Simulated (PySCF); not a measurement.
A structure optimised at PBE-D3(BJ)/def2-SVP, used in a PySCF frequency run:

```xyz
6

Sb     0.0000     0.0000     0.0000
F      0.0000     0.0000    -1.9221
F      0.0000     0.0000     1.9221
F      1.9136     0.0000     0.0000
F     -0.9568    -1.6572     0.0000
F     -0.9568     1.6572     0.0000
```

### Question
Write its SMILES, formula and point group.

### Answer
[F][Sb]([F])([F])([F])[F], F₅Sb, D3h

### Question
What are its rotational constants (standard atomic weights)?

### Answer
2.4215, 2.0650, 2.0650 GHz
